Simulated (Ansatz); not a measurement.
Program: Ansatz. Geometries: PBE0-D4/def2-TZVP. ΔE: electronic, gas phase. CBS: MP2 limit from def2 TZ/QZ plus the TZ coupled-cluster correction, frozen cores. This one scheme is used for every species. Functionals use def2-TZVPP. One conformer a species, not always the lowest.

Consider the ligand exchange at a B–C bond: `OC(F)B(F)F` + H–F → boron trifluoride + `OCF`.

```json
{"level": "revPBE-D4", "ΔE (kJ/mol)": "-148.4"}
{"level": "r2SCAN0-D4", "ΔE (kJ/mol)": "-167.1"}
{"level": "ωB97M-V", "ΔE (kJ/mol)": "-160.0"}
{"level": "PBE-QIDH", "ΔE (kJ/mol)": "-164.0"}
{"level": "PBE", "ΔE (kJ/mol)": "-155.8"}
{"level": "revPBE", "ΔE (kJ/mol)": "-156.8"}
{"level": "CCSD/def2-TZVPP", "ΔE (kJ/mol)": "-165.0"}
{"level": "SCS-MP2/def2-QZVPP", "ΔE (kJ/mol)": "-164.1"}
```

(1) What does CCSD(T)/CBS give? (An estimate is asked.)

Largest T1 diagnostic among the species: 0.013.

Answers

(1) Ansatz gave: -157.8 kJ/mol. The listed levels differ from it by 9.4, -9.3, -2.2, -6.2, 2.0, 1.0, -7.2, -6.3 kJ/mol.

At CCSD(T), def2-SVP lies −18.8 kJ/mol from the extrapolated value and def2-TZVPP −4.5 kJ/mol. From BLYP to BHLYP (50 % exact exchange), in def2-TZVPP and without D4, ΔE moves by −9.3 kJ/mol. Leaving LDA and LC-ωPBE aside and taking each functional with its dispersion term where it has one, the values, not all of them listed here, spread over 22.1 kJ/mol, from B97M-V to revPBE-D4.
